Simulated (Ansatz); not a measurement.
```xyz
12

C    -0.0242    1.4584    0.5008
C     0.4199    0.0369    0.3087
Cl    1.9660   -0.2948    1.1196
C     0.3296   -0.5412   -1.1109
Si   -0.7726   -1.3801    0.1221
H     0.7012    2.1513    0.0622
H    -0.1365    1.6961    1.5596
H    -0.9889    1.6210    0.0121
H     1.2049   -1.0791   -1.4593
H    -0.0835    0.1306   -1.8582
H    -2.2223   -1.0871    0.1128
H    -0.3935   -2.7121    0.6305
```

Total charge 0; spin multiplicity 1.

Problem. List the PBE0/def2-TZVPP orbital energies in eV (Ansatz). (An estimate is asked.)

Solution. The calculation gave: Occupied: -2767.14, -1802.67, -279.94, -278.34, -278.29, -258.95, -197.30, -197.07, -197.07, -145.05, -99.71, -99.70, -99.69, -24.30, -21.48, -19.89, -15.89, -14.51, -13.17, -12.54, -12.01, -11.08, -10.65, -10.16, -9.54, -8.80, -7.87, -6.87. Lowest empty: -0.19, 0.56, 0.95, 1.33, 1.81, 2.40, 2.75, 3.07.
